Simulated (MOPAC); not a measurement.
Input file for MOPAC: AM1 on CH5BOS (SMILES CB(O)S), a point of a torsion scan.

```
AM1 1SCF PRECISE CHARGE=0 THREADS=1
CH5BOS

C     -0.83612189 1    -0.51498930 1    -0.10973128 1
B      0.28999359 1     0.59664942 1     0.07913198 1
O      0.48203494 1     1.26255325 1     1.22563284 1
S      1.42092907 1     1.05806684 1    -1.25788665 1
H     -0.68824375 1    -1.33394989 1     0.59391262 1
H     -1.82314575 1    -0.10199336 1     0.09710881 1
H     -0.86738038 1    -0.94626536 1    -1.10672493 1
H     -0.08619410 1     1.06110209 1     1.96826493 1
H      0.94499916 1     0.22860203 1    -2.17860162 1
```

Program output:

```
*******************************************************************************
 **                                                                           **
 **                              MOPAC v23.2.5                                **
 **                                                                           **
 *******************************************************************************
 ** MOPAC's Digital Object Identifier: https://doi.org/10.5281/zenodo.6511958 **
 **                                                                           **
 ** Please cite the open-source release paper for use of this MOPAC version:  **
 ** J. E. Moussa and J. J. P. Stewart (2026)                                  **
 ** MOPAC: An open-source semiempirical molecular orbital program             **
 ** J. Open Source Softw., 11(119), 8025, https://doi.org/10.21105/joss.08025 **
 *******************************************************************************

                              AM1 CALCULATION RESULTS

 *******************************************************************************
 *  AM1        - The AM1 Hamiltonian to be used
 *
 *
 *
 *                 CHARGE ON SYSTEM = 0
 *
 *
 *
 *  PRECISE    - TIGHTER CRITERIA TO BE USED
 *  1SCF       - DO 1 SCF AND THEN STOP
 *  THREADS=1  - MULTI-THREADING NOT USED
 *  T=         - A TIME OF 172800.0 SECONDS REQUESTED
 *  DUMP=N     - RESTART FILE WRITTEN EVERY 7200.0 SECONDS REQUESTED
 *******************************************************************************
AM1 1SCF PRECISE CHARGE=0 THREADS=1
 CH5BOS

   ATOM   CHEMICAL          X               Y               Z
  NUMBER   SYMBOL      (ANGSTROMS)     (ANGSTROMS)     (ANGSTROMS)

     1       C         -0.83612189  *  -0.51498930  *  -0.10973128  *
     2       B          0.28999359  *   0.59664942  *   0.07913198  *
     3       O          0.48203494  *   1.26255325  *   1.22563284  *
     4       S          1.42092907  *   1.05806684  *  -1.25788665  *
     5       H         -0.68824375  *  -1.33394989  *   0.59391262  *
     6       H         -1.82314575  *  -0.10199336  *   0.09710881  *
     7       H         -0.86738038  *  -0.94626536  *  -1.10672493  *
     8       H         -0.08619410  *   1.06110209  *   1.96826493  *
     9       H          0.94499916  *   0.22860203  *  -2.17860162  *



          CARTESIAN COORDINATES

    NO.       ATOM           X           Y           Z

     1         C         -0.8361     -0.5150     -0.1097
     2         B          0.2900      0.5966      0.0791
     3         O          0.4820      1.2626      1.2256
     4         S          1.4209      1.0581     -1.2579
     5         H         -0.6882     -1.3339      0.5939
     6         H         -1.8231     -0.1020      0.0971
     7         H         -0.8674     -0.9463     -1.1067
     8         H         -0.0862      1.0611      1.9683
     9         H          0.9450      0.2286     -2.1786

  H: (AM1): M.J.S. DEWAR ET AL, J. AM. CHEM. SOC. 107 3902-3909 (1985)
  B: (AM1): M.J.S. DEWAR ET AL, ORGANOMETALLICS, 7, 513-521 (1988)
  C: (AM1): M.J.S. DEWAR ET AL, J. AM. CHEM. SOC. 107 3902-3909 (1985)
  O: (AM1): M.J.S. DEWAR ET AL, J. AM. CHEM. SOC. 107 3902-3909 (1985)
  S: (AM1): M.J.S. DEWAR, Y-C YUAN, INORGANIC CHEMISTRY, 29, 3881:3890,  (1990)

           Empirical Formula: C H5 O B S  =     9 atoms



      MOLECULAR POINT GROUP   :   Cs


      RHF CALCULATION, NO. OF DOUBLY OCCUPIED LEVELS = 12


 -------------------------------------------------------------------------------
 AM1 1SCF PRECISE CHARGE=0 THREADS=1
 CH5BOS



     1SCF WAS SPECIFIED, SO BFGS WAS NOT USED
     SCF FIELD WAS ACHIEVED


                              AM1 CALCULATION
                                                       MOPAC v23.2.5 Linux




          FINAL HEAT OF FORMATION =        -96.57135 KCAL/MOL =    -404.05454 KJ/MOL


          COSMO AREA              =        111.64 SQUARE ANGSTROMS
          COSMO VOLUME            =         97.47 CUBIC ANGSTROMS

          IONIZATION POTENTIAL    =          9.522210 EV
          HOMO LUMO ENERGIES (EV) =         -9.522  0.536
          NO. OF FILLED LEVELS    =         12
          MOLECULAR WEIGHT        =         75.9199         POINT GROUP:  Cs

          MOLECULAR DIMENSIONS (Angstroms)

            Atom       Atom       Distance
            H     9    H     8     4.35349
            S     4    H     5     3.21521
            H     6    S     4     1.68086


          SCF CALCULATIONS        =          1





   ATOM   CHEMICAL          X               Y               Z
  NUMBER   SYMBOL      (ANGSTROMS)     (ANGSTROMS)     (ANGSTROMS)

     1       C         -0.83612189  *  -0.51498930  *  -0.10973128  *
     2       B          0.28999359  *   0.59664942  *   0.07913198  *
     3       O          0.48203494  *   1.26255325  *   1.22563284  *
     4       S          1.42092907  *   1.05806684  *  -1.25788665  *
     5       H         -0.68824375  *  -1.33394989  *   0.59391262  *
     6       H         -1.82314575  *  -0.10199336  *   0.09710881  *
     7       H         -0.86738038  *  -0.94626536  *  -1.10672493  *
     8       H         -0.08619410  *   1.06110209  *   1.96826493  *
     9       H          0.94499916  *   0.22860203  *  -2.17860162  *

                             CARTESIAN COORDINATES

   1    C       -0.836121890    -0.514989300    -0.109731280
   2    B        0.289993590     0.596649420     0.079131980
   3    O        0.482034940     1.262553250     1.225632840
   4    S        1.420929070     1.058066840    -1.257886650
   5    H       -0.688243750    -1.333949890     0.593912620
   6    H       -1.823145750    -0.101993360     0.097108810
   7    H       -0.867380380    -0.946265360    -1.106724930
   8    H       -0.086194100     1.061102090     1.968264930
   9    H        0.944999160     0.228602030    -2.178601620


           Empirical Formula: C H5 O B S  =     9 atoms



      MOLECULAR POINT GROUP   :   Cs


                  EIGENVALUES
 -38.12753 -30.15795 -22.42692 -18.93426 -16.79122 -14.94719 -14.78284 -13.72495
 -13.36052 -12.84677 -10.81840  -9.52221   0.53648   1.59902   1.86360   3.82469
   3.93713   4.35218   4.74189   4.90368   7.13391


              NET ATOMIC CHARGES AND DIPOLE CONTRIBUTIONS

  ATOM NO.   TYPE          CHARGE      No. of ELECS.   s-Pop       p-Pop
    1          C          -0.318476        4.3185     1.23841     3.08007
    2          B           0.110656        2.8893     1.17868     1.71066
    3          O          -0.288923        6.2889     1.82423     4.46469
    4          S          -0.034169        6.0342     1.87709     4.15708
    5          H           0.085482        0.9145     0.91452
    6          H           0.084976        0.9150     0.91502
    7          H           0.081939        0.9181     0.91806
    8          H           0.234280        0.7657     0.76572
    9          H           0.044236        0.9558     0.95576
 DIPOLE           X         Y         Z       TOTAL
 POINT-CHG.    -0.733    -0.540     0.315     0.964
 HYBRID        -1.616    -1.328     0.352     2.121
 SUM           -2.349    -1.868     0.667     3.074


          ATOMIC ORBITAL ELECTRON POPULATIONS

     Atom    s        px        py        pz
    1  C   1.23841   1.02570   1.02462   1.02975
    2  B   1.17868   0.55048   0.51199   0.64820
    3  O   1.82423   1.57651   1.63211   1.25606
    4  S   1.87709   1.47885   1.51390   1.16433
    5  H   0.91452
    6  H   0.91502
    7  H   0.91806
    8  H   0.76572
    9  H   0.95576

 **********************
 *                    *
 * JOB ENDED NORMALLY *
 *                    *
 **********************




 == MOPAC DONE ==
```

The run finished.

Cost: very roughly 0.020 core-seconds.
